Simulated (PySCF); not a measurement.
A structure optimised at B3LYP-D3(BJ)/def2-SVP, used in a PySCF frequency run:

```xyz
11

Ga    -0.2593    -0.0016     0.0000
O     -2.0596    -0.1213     0.0000
H     -2.5442     0.7144     0.0000
Si     0.7593    -2.1974     0.0000
H      1.6308    -2.3589    -1.2050
H      1.6308    -2.3589     1.2050
H     -0.2615    -3.2853     0.0000
Si     0.7489     2.2138     0.0000
H      1.6128     2.3913     1.2076
H      1.6128     2.3913    -1.2076
H     -0.2805     3.2986     0.0000
```

Problem. Write its SMILES, formula and point group.

Solution. [OH][Ga]([SiH3])[SiH3], GaH₇OSi₂, Cs

Problem. What are its rotational constants (standard atomic weights)?

Solution. 3.9655, 1.5575, 1.1481 GHz
